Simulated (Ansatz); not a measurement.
Ansatz (a program for electronic structure) input for C4H7ClSi, SMILES C[SiH2]C=C=CCl, PBE/def2-SVPD. Coordinates come from a B3LYP-D3(BJ)/def2-SVP optimisation. The structure was generated by enumeration; whether it is a known compound was not checked. The values are those of a single conformer.

Ansatz 0.2 input:
```yaml
crystal:
  periodic: [false, false, false]
  atoms:
    - {symbol: C, position_ang: [-2.70082632, 0.94576422, 1.30783928]}
    - {symbol: Si, position_ang: [-1.65252553, -0.61684273, 1.22718617]}
    - {symbol: C, position_ang: [-0.87265891, -0.78917902, -0.48237896]}
    - {symbol: C, position_ang: [0.41842778, -0.68808123, -0.68026433]}
    - {symbol: C, position_ang: [1.71582642, -0.58083592, -0.82151092]}
    - {symbol: Cl, position_ang: [2.51273208, 0.95779497, -1.09834053]}
    - {symbol: H, position_ang: [-3.17360091, 1.04884876, 2.29784144]}
    - {symbol: H, position_ang: [-2.08036702, 1.83734694, 1.12586659]}
    - {symbol: H, position_ang: [-3.49973604, 0.92276944, 0.54943860]}
    - {symbol: H, position_ang: [-0.55382607, -0.57975005, 2.23243165]}
    - {symbol: H, position_ang: [-2.51106780, -1.81348392, 1.48001681]}
    - {symbol: H, position_ang: [-1.52510723, -0.95487644, -1.35364660]}
    - {symbol: H, position_ang: [2.39800325, -1.43357914, -0.78287609]}
basis:
  gaussian:
    orbitals: def2-SVPD
hamiltonian:
  xc: {name: PBE}
```

Output:

```
WARN ansatz: RAYON_NUM_THREADS=2 ignored (pool sized by the plan → 2); use --threads N
Functional definition: PBE
integrals: 0.14 GiB planned
1628 factors; their error is unknown
mean field: 0.87 GiB planned
mean field evaluation 1: about -24623.6564 eV, gradient 7.1e1 eV
mean field evaluation 2: about -24600.7411 eV, gradient 1.1e2 eV
mean field evaluation 4: about -24636.2284 eV, gradient 1.7e1 eV
mean field evaluation 8: about -24636.9912 eV, gradient 2.3e-1 eV
mean field evaluation 16: about -24636.9213 eV, gradient 3.0e-4 eV
mean field -24636.92130347 eV, -905.3901583976 hartree, gradient 3.9e-5 eV, S^2 0.000000; 0 other end points of the search recorded, 0 dependent functions left out
reference -24636.92136473 eV, -905.3901606488 hartree; 31, 31 occupied and 156, 156 virtual orbitals, 1628 factors
Total energy: -24636.92136473 eV, -905.3901606488 hartree
```

The run converged.

Cost: around 7 core-seconds (rough).
